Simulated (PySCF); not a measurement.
UHF on Cd (cadmium, neutral)

Configuration: [Kr] 4d10 5s2, closed-shell 1S. All numbers are calculated (PySCF 2.14, scalar relativity through the core potential, in aug-cc-pVDZ-PP with ECP28MDF (5s5p4d2f, 54 functions)).

- Total energy: -166.837873 hartree
- One-electron energy: -297.3259 hartree
- Hartree (Coulomb) energy: 145.0553 hartree
- Exchange energy: -14.5673 hartree
- ⟨S²⟩: 0.0000
- ⟨L²⟩: 0.000
- Sum of ⟨r⟩: 26.63 bohr
- Sum of ⟨r²⟩: 49.82 bohr²
- Time after the integrals: 0.1 s of wall time on 1 thread of Intel(R) Xeon(R) 6975P-C (shared host)

| shell | electrons | mean orbital energy (eV) | rms radius, mean of both spins (bohr) |
| --- | --- | --- | --- |
| 4s | 2 | -131.28 | 0.947 |
| 4p | 6 | -85.881 | 1.04 |
| 4d | 10 | -19.598 | 1.39 |
| 5s | 2 | -7.652 | 3.34 |

Energies and moments cover only the electrons outside the core potential.
